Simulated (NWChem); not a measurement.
System: GaNH$_{3}$OF; SMILES [NH2][Ga]([OH])[F]

The following NWChem deck was run.

```
start job
memory heap 200 mb stack 900 mb global 1100 mb
geometry units angstroms noautosym nocenter noautoz
  Ga    -0.017537    -0.012237    -0.035561
  F      1.503938    -0.883547     0.031874
  O     -1.503473    -0.975369     0.017998
  H     -1.338176    -1.921249     0.088187
  N      0.003157     1.776474    -0.099807
  H     -0.832188     2.325382    -0.253556
  H      0.854222     2.303442    -0.243620
end
basis spherical
  * library def2-svp
end
dft
  xc xpbe96 cpbe96
  iterations 150
end
property
  efieldgrad
end
task dft property
```

The geometry was optimised at PBE0/def2-SVP.

Vzz is the largest principal value of the second derivative of the potential at the nucleus (NWChem prints the opposite sign); η is the asymmetry. Non-relativistic.

Atoms are numbered as in the input.

Predict the main results of this run. (PBE/def2-SVP.) Quantities: Vzz Ga1 (a.u.); η Ga1; Vzz O3 (a.u.); η O3; Vzz N5 (a.u.); η N5.


```yaml
Vzz Ga1 (a.u.): 1.225
"η Ga1": 0.75
Vzz O3 (a.u.): 1.291
"η O3": 0.72
Vzz N5 (a.u.): -0.897
"η N5": 0.20
```
